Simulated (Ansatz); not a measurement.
`Brc1ccc[nH]1` from Hartree–Fock to CCSD(T)

Z-matrix (Å, degrees):
```
C
C 1 1.368
N 1 1.360 2 108.9
Br 1 1.861 2 130.4 3 180.0
C 2 1.417 1 106.4 3 0.0
H 2 1.077 1 125.9 3 180.0
C 3 1.366 1 109.2 2 -0.0
H 3 1.004 1 124.6 2 180.0
H 5 1.078 2 126.4 1 -180.0
H 7 1.078 3 121.1 1 -180.0
```

The species carries charge 0 and has multiplicity 1. Correlated methods include outer-core shells of Br, which these sets cover unevenly. Scalar relativity is left out up to krypton. The geometry is a stationary point of PBE0-D4/def2-TZVP. Frozen core, restricted reference, Ansatz.

```csv
basis,HF (Eh),MP2 corr.
def2-SVP,-2780.17270,-0.92020
def2-TZVPP,-2780.72011,-1.11627
def2-QZVPP,-2780.77849,-1.48822
```

Problem. Estimate the CCSD correlation energy and the (T) correction in each basis where they were run (hartree).

Solution. 
| basis | CCSD corr. | (T) |
| --- | --- | --- |
| def2-SVP | -0.94393 | -0.03558 |
| def2-TZVPP | -1.12892 | -0.05491 |
